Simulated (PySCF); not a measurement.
An unknown gives this computed stick spectrum. The calculation used PySCF, TDDFT PBE0/def2-SVPD, vertical, gas phase, core orbitals frozen in the response. Geometries: GFN2-xTB, one conformer each.

| state | λ (nm) | f |
| --- | --- | --- |
| S1 | 325.1 | 0.0005 |
| S2 | 252.4 | 0.0042 |
| S3 | 234.6 | 0.120 |
| S4 | 218.7 | 0.133 |
| S5 | 192.4 | 0.0030 |
| S6 | 187.8 | 0.0052 |
| S7 | 178.0 | 0.027 |
| S8 | 173.2 | 0.022 |

Triplets computed (Tamm–Dancoff): 3.20, 3.91, 4.37 eV.

Question: Which structure fits? All have the formula C7H7FO.
A. `C#C[C@@H](F)[C@@H]1C=COC1`
B. `F[C@@](C#CC=O)(C)C=C`
C. `OC[C@@]12C=C[C@H]3[C@@H]1[C@]32F`
D. `CO[C@@]12C=C[C@@H]1C=C2F`

Answer: B. Its S1, at 3.81 eV, is the lowest among the candidates; the nearest of the others has S1 at 5.17 eV. S1 is HOMO→LUMO (88%), HOMO-1→LUMO (9%). Löwdin shares by element: HOMO oxygen 60%, carbon 20% or more, hydrogen 8% or more; LUMO carbon 59% or more, oxygen 27%. At the same level the other candidates give, for their lowest levels:
- `C#C[C@@H](F)[C@@H]1C=COC1`: 228 nm (f 0.021); 212 nm (f 0.001); 199 nm (f 0.075); 197 nm (f 0.002); 193 nm (f 0.052); T1 3.97 eV; HOMO -6.49, LUMO -0.06 eV
- `OC[C@@]12C=C[C@H]3[C@@H]1[C@]32F`: 212 nm (f 0.041); 206 nm (f 0.030); 192 nm (f 0.013); 182 nm (f 0.004); 179 nm (f 0.013); T1 3.76 eV; HOMO -6.98, LUMO -0.26 eV
- `CO[C@@]12C=C[C@@H]1C=C2F`: 240 nm (f 0.001); 226 nm (f 0.003); 220 nm (f 0.022); 182 nm (f 0.009); 178 nm (f 0.013); T1 3.66 eV; HOMO -7.05, LUMO -0.76 eV

Shape of the structure used: `[CH2:1]=[CH:2][C@:3]([CH3:4])([F:5])[C:6]#[C:7][CH:8]=[O:9]`: C1–C2–C3–C4 118°.
